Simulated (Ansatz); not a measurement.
The cluster Zr₂N₂. The state is a singlet with charge 0. Geometry PBE0-D4/def2-TZVP, basis def2-TZVP, Ansatz.

```xyz
4

Zr    0.827   -1.472   -0.552
Zr   -1.155    0.081   -0.661
N    -0.203    1.186    0.734
N     0.531    0.205    0.479
```

```csv
run,HOMO (eV),LUMO (eV)
A,-3.80,-2.11
B,-3.11,-2.87
C,-3.29,-3.17
D,-3.15,-2.64
```

In the def2 sets Zr takes a core potential; there is no spin–orbit coupling. No other spin state of charge 0 was run. Another isomer (triplet) lies 4.15 eV lower at PBE0-D4/def2-TZVP; other spin states weren't run for this one.

**Question.** The runs used LDA (SPW92), PBE, PBE0, r2SCAN. Estimate which is which.

**Answer.** A PBE0 (25 % exact exchange); B PBE (0 % exact exchange); C LDA (SPW92) (0 % exact exchange); D r2SCAN (0 % exact exchange). Exact exchange lowers occupied and raises empty levels; among semilocal functionals meta-GGAs tend to open the gap a little, and such runs are hard to tell apart. The gap grows from 0.12 eV (LDA (SPW92)) to 1.69 eV (PBE0). The restricted singlet is unstable towards broken spin symmetry in Hartree–Fock (as tested in another run); at PBE0-D4/def2-TZVP, PBE-D4/def2-TZVP, LDA (SPW92)/def2-TZVP, r2SCAN-D4/def2-TZVP this wasn't settled.
